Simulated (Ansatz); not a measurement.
Basis sets compared for AlCl2I (AlICl2). Total charge 0; singlet. Geometry PBE0-D4/def2-SVP. Ansatz on 4 threads of Arm Neoverse V1 on a shared host; times are rough, and most runs start from earlier orbitals.

Cartesian coordinates in Å:
```
Al -0.012 0.045 -0.064
Cl 0.105 -0.775 -1.976
Cl -0.447 2.073 0.132
I 0.354 -1.343 1.908
```

In the def2 sets I takes a core potential; there is no spin–orbit coupling.

Binding counts from free atoms (Al doublet, Cl doublet, I doublet) in the same basis, without a counterpoise term.

| level | functions | energy (Eh) | HOMO (eV) | LUMO (eV) | binding per atom (eV) | wall time |
| --- | --- | --- | --- | --- | --- | --- |
| PBE-D4/def2-SVP | 80 | -1459.8419 | -6.96 | -2.23 | 3.06 | 0.71 s |
| PBE0-D4/def2-SVP | 80 | -1459.9712 | -8.18 | -1.44 | 3.03 | 1.1 s |

**Question.** Estimate the rows for PBE-D4/def2-TZVP, PBE0-D4/def2-TZVP (with forces).

**Answer.** 
```json
{"level": "PBE-D4/def2-TZVP", "functions": "161", "energy (Eh)": "-1460.2589", "HOMO (eV)": "-7.06", "LUMO (eV)": "-2.37", "binding per atom (eV)": "3.05", "wall time": "1.3 s"}
{"level": "PBE0-D4/def2-TZVP (with forces)", "functions": "161", "energy (Eh)": "-1460.3830", "HOMO (eV)": "-8.23", "LUMO (eV)": "-1.56", "binding per atom (eV)": "3.03", "wall time": "3.1 s"}
```
